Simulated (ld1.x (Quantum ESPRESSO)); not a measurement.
O (Z = 8), TM: configuration errors across variants

* Element: O
* Generator: ld1.x (Quantum ESPRESSO) 7.5
* Type: norm-conserving Troullier–Martins (Kleinman–Bylander form)
* Functional: PBE
* Relativity: scalar-relativistic
* Frozen core: [He]
* Valence charge: 6
* Reference configuration: 2s2 2p2 (charge +2)
* Partial waves: 2s (bound): rc 0.90 bohr; 2p (bound): rc 0.95 bohr; 3d channel at 0.15 Ry: rc 0.85 bohr
* Local potential: all-electron potential smoothed inside 0.65 bohr (lloc = -1)
* Core correction: a·sin(br)/r model core, default radius (core density twice the valence density)

All-electron excitation energies from the reference (eV): (1) 2s2 2p4 -50.017; (2) 2s2 2p3 -33.586; (3) 2s2 2p1 53.869; (4) 2s2 2p3.5 -43.731; (5) 2s2 2p0 130.774; (6) 2s1 2p5 -35.067; (7) 2s1 2p4 -18.358.

Errors AE − PS in meV (a dash: test not solved or not reliable):

```csv
change,(1),(2),(3),(4),(5),(6),(7),bound ghosts
base,+34,+16,+43,+27,+289,+62,+46,none
wave 2p (bound): rc 0.95 bohr becomes 2p (bound): rc 0.72 bohr,+17,+8.4,+20,+14,+140,+17,+11,none
wave 2p (bound): rc 0.95 bohr becomes 2p (bound): rc 0.82 bohr,+23,+11,+28,+18,+189,+33,+24,none
wave 2p (bound): rc 0.95 bohr becomes 2p (bound): rc 0.92 bohr,+31,+15,+40,+25,+269,+56,+42,none
wave 2p (bound): rc 0.95 bohr becomes 2p (bound): rc 1.04 bohr,+45,+22,+59,+35,+388,+88,+65,none
wave 2p (bound): rc 0.95 bohr becomes 2p (bound): rc 1.12 bohr,+56,+27,+75,+44,+486,+115,+84,none
wave 2p (bound): rc 0.95 bohr becomes 2p (bound): rc 1.22 bohr,+72,+35,+97,+57,+612,+150,+107,none
wave 2p (bound): rc 0.95 bohr becomes 2p (bound): rc 1.30 bohr,+94,+46,+125,+74,+774,+197,+138,none
wave 2p (bound): rc 0.95 bohr becomes 2p (bound): rc 1.44 bohr,+138,+66,+176,+109,+1061,+287,+196,none
```

Problem. Give the same row for: wave 2p (bound): rc 0.95 bohr becomes 2p (bound): rc 0.60 bohr.

Solution. +12, +5.9, +15, +9.6, +107, +2.8, +0.2; bound ghosts: none.
